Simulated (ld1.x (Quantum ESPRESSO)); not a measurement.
## Varying the PAW potential for Ti (Z = 22)

Base potential:

- Element: titanium
- Generator: ld1.x (Quantum ESPRESSO) 7.5
- Type: PAW
- Functional: PBE
- Relativity: scalar-relativistic
- Frozen core: [Ar]
- Valence charge: 4
- Reference configuration: 3d2 4s1.75 4p0.25
- Partial waves: 4s (bound): rcut 2.75, rcutus 3.35 bohr; 4s channel at 1.8 Ry: rcut 2.75, rcutus 3.35 bohr; 4p (bound): rcut 3.45, rcutus 3.65 bohr; 4p channel at 0.3 Ry: rcut 3.45, rcutus 3.65 bohr; 3d (bound): rcut 2.45, rcutus 2.70 bohr; 3d channel at 0.15 Ry: rcut 2.45, rcutus 2.70 bohr
- Local potential: all-electron potential smoothed inside 2.25 bohr (lloc = -1)
- Core correction: Bessel-smoothed model core inside 2.50 bohr
- Augmentation charge: BESSEL, radius 1.85 bohr

All-electron outer shells of the reference configuration (PBE, scalar-relativistic, ld1.x):

| shell | level (eV) | outermost node (bohr) | outermost maximum (bohr) |
| --- | --- | --- | --- |
| 3s | -62.98 | 0.40 | 0.87 |
| 3p | -39.21 | 0.37 | 0.90 |
| 4s | -4.67 | 1.24 | 2.92 |
| 3d | -4.58 | – | 0.98 |
| 4p | -1.63 | 1.39 | 3.80 |

Cutoffs, loose and tight: the cutoffs (Ry, on a coarse ladder) from which the occupation-weighted sum of valence levels, in a spherical-Bessel basis at the reference potential, stays within 10 and 1 mRy of its value at 400 Ry. They do not see the model core or the augmentation charge, which bear on the density cutoff. Test errors are all-electron minus pseudo excitation energies from the reference, over the configurations 3d2 4s2 4p0; 3d2 4s1 4p0; 3d2 4s0 4p0; 3d2 4s1 4p1; 3d2.5 4s1.5 4p0; 3d1 4s2 4p0; 3d2 4s0 4p1. A dash means not determined; rows that change the core or the reference have their own tests. The largest error is taken over the tests solved by every variant that gives reliable tests at all: 3d2 4s1 4p0; 3d2 4s1 4p1; 3d2 4s2 4p0.

| change | outcome | cutoff, loose | cutoff, tight | bound ghosts | largest test error (meV) |
| --- | --- | --- | --- | --- | --- |
| base | generated | 12 Ry | 15 Ry | none | -1.3 |
| functional LDA (PZ) | generated | 12 Ry | 15 Ry | none | -0.7 |
| core correction Bessel-smoothed model core inside 1.18 bohr | generated | 12 Ry | 15 Ry | none | -0.4 |
| waves 4s (bound): rcut 2.75, rcutus 3.58 bohr; 4s channel at 1.8 Ry: rcut 2.75, rcutus 3.58 bohr | generated | 12 Ry | 15 Ry | none | -0.4 |
| augmentation PSQ, radius 2.75 bohr | generated | 12 Ry | 15 Ry | none | -0.8 |

**Question.** What comes out with this change to the base: all radii but the core radius scaled by about 1.27 (s 4.26, p 4.64, d 3.42 bohr, rcut 3.48/4.38/3.10); local potential all-electron potential smoothed inside 2.86 bohr (lloc = -1); augmentation BESSEL, radius 2.34 bohr?

**Answer.** outcome: generated; cutoff, loose: 6 Ry; cutoff, tight: 8 Ry; bound ghosts: none; largest test error (meV): +0.6.

**Question.** What comes out with this change to the base: waves 3d (bound): rcut 2.45, rcutus 2.94 bohr; 3d channel at 0.15 Ry: rcut 2.45, rcutus 2.94 bohr?

**Answer.** outcome: generated; cutoff, loose: 8 Ry; cutoff, tight: 12 Ry; bound ghosts: none; largest test error (meV): -1.3.
